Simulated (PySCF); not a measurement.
Al(AsH2)(H)(OH) (AlAsH4O), SMILES [AsH2][AlH][OH].

The structure is a stationary point at ωB97X-D3(BJ)/def2-SVP. One conformer was computed; it need not be the lowest.

The numbers are results of ωB97X-D3(BJ)/def2-SVP (PySCF 2.14.0), not measurements.

Frequencies are harmonic and unscaled.

| mode | ν (cm⁻¹) | IR (km/mol) | Raman (Å⁴/amu) | depolarisation | moving atoms (share of kinetic energy) |
|---|---|---|---|---|---|
| 1 | 94 | 2.3 | 0.2 | 0.67 | H 81 %, O 9 % |
| 2 | 155 | 2.8 | 1.0 | 0.74 | O 50 %, Al 20 %, H 17 %, As 12 % |
| 3 | 341 | 8.7 | 1.2 | 0.73 | H 92 % |
| 4 | 356 | 5.9 | 19.8 | 0.18 | Al 57 %, As 25 %, H 15 % |
| 5 | 439 | 185.6 | 2.3 | 0.66 | H 91 % |
| 6 | 497 | 216.5 | 4.1 | 0.57 | H 93 % |
| 7 | 557 | 72.7 | 2.8 | 0.41 | H 82 %, Al 13 % |
| 8 | 590 | 37.7 | 8.7 | 0.65 | H 86 % |
| 9 | 707 | 146.5 | 9.8 | 0.74 | H 83 %, O 14 % |
| 10 | 880 | 169.4 | 3.9 | 0.16 | O 48 %, Al 41 %, H 10 % |
| 11 | 1012 | 24.5 | 37.1 | 0.75 | H 99 % |
| 12 | 1954 | 252.4 | 196.5 | 0.19 | H 96 % |
| 13 | 2252 | 81.1 | 178.0 | 0.19 | H 99 % |
| 14 | 2268 | 85.6 | 145.3 | 0.53 | H 99 % |
| 15 | 3982 | 112.4 | 159.2 | 0.29 | H 94 % |
